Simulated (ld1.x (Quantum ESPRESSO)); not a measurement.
**An all-electron radial function and its pseudo partner (boron)**

Columns: radius, all-electron u(r) and pseudo u(r) of the 2s shell (level -9.39 eV) of boron in the configuration [He] 2s2 2p1; LDA (PZ), non-relativistic, TM scheme, ld1.x (Quantum ESPRESSO) 7.5.

```
r (bohr)  all-electron   pseudo
   0.170        0.3090  -0.0747
   0.340        0.1732  -0.1562
   0.510       -0.0661  -0.2507
   0.680       -0.2932  -0.3613
   0.850       -0.4730  -0.4822
   1.020       -0.6000  -0.5949
   1.190       -0.6796  -0.6773
   1.360       -0.7203  -0.7201
   1.530       -0.7310  -0.7310
   1.700       -0.7199  -0.7199
   1.870       -0.6935  -0.6935
   2.040       -0.6570  -0.6570
   2.210       -0.6146  -0.6146
   2.380       -0.5691  -0.5691
   2.550       -0.5226  -0.5226
   2.720       -0.4767  -0.4767
   2.890       -0.4324  -0.4324
   3.060       -0.3904  -0.3904
   3.230       -0.3511  -0.3511
   3.400       -0.3146  -0.3146
   3.570       -0.2810  -0.2810
   3.740       -0.2504  -0.2504
   3.910       -0.2226  -0.2226
   4.080       -0.1974  -0.1974
   4.250       -0.1748  -0.1748
   4.420       -0.1545  -0.1545
```

(1) How many radial nodes do the two functions have?

(2) At about which radius was the pseudo-wave matched?

(3) Is the pseudo-wave norm-conserving?

Answers

(1) The all-electron 2s function has n − l − 1 = 1; the pseudo-wave has 0, since the states of the same l below it are removed with the core.

(2) 1.50 bohr, where the columns begin to agree (steps of 0.17 bohr).

(3) Yes: the TM scheme keeps the norm inside the radius equal to the all-electron one, which fixes the energy derivative of the logarithmic derivative at the level.
